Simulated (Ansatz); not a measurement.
[Si5]2- (Si₅²⁻), relaxed as a singlet with RKS r2SCAN-D4/def2-SVPD in Ansatz, starting from the GFN2-xTB (ALPB water) geometry. Force threshold 0.02 eV/Å.

A multiply charged anion in the gas phase is held together partly by the finite basis. Removing one electron lowers the energy by 1.26 eV at PBE0-D4/def2-TZVPD, so it isn't bound. The highest occupied level of the charge -2 singlet lies above zero (up to 3.32 eV). By energy differences it is unbound by 1.26 eV (vertical, against the charge -1 doublet, at PBE0-D4/def2-TZVPD) and held by the finite basis.

Start:

```
atom   x (Å)   y (Å)   z (Å)
 Si1  -0.567   1.593   0.291
 Si2  -0.117  -0.317   1.435
 Si3   1.298   0.533  -0.457
 Si4  -1.142  -0.209  -0.943
 Si5   0.528  -1.601  -0.327
```

```json
{"step": "1", "energy (eV)": "-39370.7224", "largest force component (eV/Å)": "2.485", "SCF passes": "16"}
{"step": "2", "energy (eV)": "-39371.1790", "largest force component (eV/Å)": "0.949", "SCF passes": "28"}
{"step": "3", "energy (eV)": "-39371.2288", "largest force component (eV/Å)": "0.361", "SCF passes": "21"}
{"step": "4", "energy (eV)": "-39371.2376", "largest force component (eV/Å)": "0.036", "SCF passes": "21"}
{"step": "5", "energy (eV)": "-39371.2378", "largest force component (eV/Å)": "0.001", "SCF passes": "23"}
```

Force components are those of the run's own axes.

End:

```
atom   x (Å)   y (Å)   z (Å)
 Si1  -0.598   1.747   0.338
 Si2  -0.156  -0.330   1.431
 Si3   1.283   0.536  -0.499
 Si4  -1.127  -0.206  -0.933
 Si5   0.599  -1.747  -0.338
```

By distances, no bond broke or formed. The bond that changes most is Si1–Si4, from 2.26 to 2.39 Å (atoms count from 1).

No frequencies were taken in this run, so the end may be a saddle point.

Hardware: 4 threads of Arm Neoverse V2 on a shared host. Wall time 10 s.
